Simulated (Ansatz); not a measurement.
Frontier orbitals of C6H15GaO, SMILES `C[CH](C)[Ga]([OH])[CH](C)C`.

The species carries charge 0 and has multiplicity 1. Correlated methods include outer-core shells of Ga, which these sets cover unevenly. Scalar relativity is left out up to krypton. Geometry: relaxed with PBE0-D4/def2-TZVP. It is one conformer, not always the lowest. Basis def2-TZVPP, Ansatz.

```tsv
functional	HOMO (eV)	LUMO (eV)
PBE0	-6.73	-0.37
```

Q: Give HOMO and LUMO (eV) with LDA (SPW92), PBE, revPBE, BLYP, r2SCAN, B97M-V, B3LYP, r2SCANh, r2SCAN0, HSE06 (plane-wave form), BHLYP, CAM-B3LYP, LC-ωPBE, ωB97X-V, ωB97M-V, HF. (An estimate is asked.)

A: Computed: 
```csv
functional,HOMO,LUMO
LDA (SPW92),-5.71,-1.49
PBE,-5.58,-1.18
revPBE,-5.53,-1.02
BLYP,-5.47,-1.12
r2SCAN,-5.79,-0.93
B97M-V,-5.88,-1.16
B3LYP,-6.55,-0.66
r2SCANh,-6.22,-0.65
r2SCAN0,-6.87,-0.24
HSE06 (plane-wave form),-6.34,-0.74
BHLYP,-7.82,0.35
CAM-B3LYP,-8.04,0.50
LC-ωPBE,-9.34,1.74
ωB97X-V,-9.00,1.50
ωB97M-V,-8.88,1.22
HF,-9.47,2.44
```

B3LYP here is the variant with VWN-RPA as its local correlation; programs differ in this. LC-ωPBE has ω = 0.4 bohr⁻¹. Positive LUMOs are unbound and depend on the basis.
